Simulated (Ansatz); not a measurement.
`C[SiH2]B(N)Cl` + H₂ → `C[SiH2]BCl` + NH₃ at 500 K and 1 bar (hydrogenolysis of a B–N bond).

Isolated molecules relaxed with PBE0-D4/def2-TZVP in Ansatz; ΔE leaves out vibrations. CCSD(T)/CBS is the MP2 limit (def2-TZVPP, def2-QZVPP) plus CCSD(T) − MP2 in def2-TZVPP, frozen cores. This one scheme is used for every species. One conformer a species, not always the lowest.

```csv
species,CCSD(T)/CBS energy (Eh),H − E (kJ/mol),S (J/(mol·K))
`C[SiH2]B(N)Cl`,-870.71707,280.3,441.0
H₂,-1.17544,41.0,145.5
`C[SiH2]BCl`,-815.33859,220.6,406.9
NH₃,-56.50880,108.2,211.8
```

H − E and S are ideal-gas, rigid-rotor, harmonic terms from PBE0-D4/def2-TZVP, for one conformer and one mirror image of each species. For small species the MP2-based limit differs from directly extrapolated CCSD(T) by up to some mEh (0.8 for H₂); such offsets cancel only in part. 1 Eh = 2625.50 kJ/mol, R = 8.31446 J/(mol·K).

Q: By hand: ΔE, ΔH, ΔS and ΔG.

A: ΔE = (-815.33859) + (-56.50880) − (-870.71707) − (-1.17544) = 0.04512 Eh = 118.5 kJ/mol. Δ(H − E) = 220.6 + 108.2 − 280.3 − 41.0 = 7.5, so ΔH = 126.0 kJ/mol. ΔS = 406.9 + 211.8 − 441.0 − 145.5 = 32.2 J/(mol·K). ΔG = 126.0 − 500 × (32.2)/1000 = 109.9 kJ/mol.

Q: By hand: the equilibrium constant, and the temperature at which ΔG would vanish if ΔH and ΔS stayed fixed.

A: log₁₀ K = −ΔG/(RT ln 10) = -11.5. ΔG = 0 at ΔH/ΔS = 3913 K, far beyond where these terms or the molecules hold.

ΔH outweighs TΔS. A doubt of 5 kJ/mol in ΔE shifts log₁₀ K by 0.5 here. Other conformers and mirror images would add mixing entropy, several J/(mol·K) or more a flexible species. Modes under 60 cm⁻¹, often nearly free rotors, make the harmonic entropy too high. These are equilibria of isolated gas molecules and say nothing of rates. Largest T1 diagnostic: 0.012 (customary marks: 0.02 for closed shells, 0.045 for open ones).
